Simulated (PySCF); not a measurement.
Sn(AsH2)(H)3 (AsH5Sn), SMILES [SnH3][AsH2]. Atoms are numbered in the order given.

```xyz
7

Sn    -1.0271    -0.0010     0.0000
As     1.6034     0.0617     0.0000
H     -1.5934     0.8253     1.3999
H     -1.5934     0.8253    -1.3999
H     -1.6579    -1.6026     0.0000
H      1.6444    -1.0167     1.0954
H      1.6444    -1.0167    -1.0954
```

The structure is a stationary point at PBE-D3(BJ)/def2-TZVP. The def2 effective core potentials stand for the cores of Sn; spin–orbit coupling is left out.

Level of theory: PySCF with B3LYP/def2-TZVPD.

Computed frontier levels, gap, dipole moment and polarisability:
```json
{
 "highest_occupied_level": "-7.25 eV",
 "lowest_empty_level": "-1.04 eV",
 "orbital_gap": "6.21 eV",
 "dipole_moment": "0.21 D",
 "quadrupole, principal values (traceless, Buckingham form, about the centre of nuclear charge)": "-2.02, 0.51, 1.51 D·Å",
 "mean_static_polarisability": "82.9 bohr³ (12.28 Å³)",
 "polarisability_principal_values": "71.0, 71.7, 106.0 bohr³"
}
```
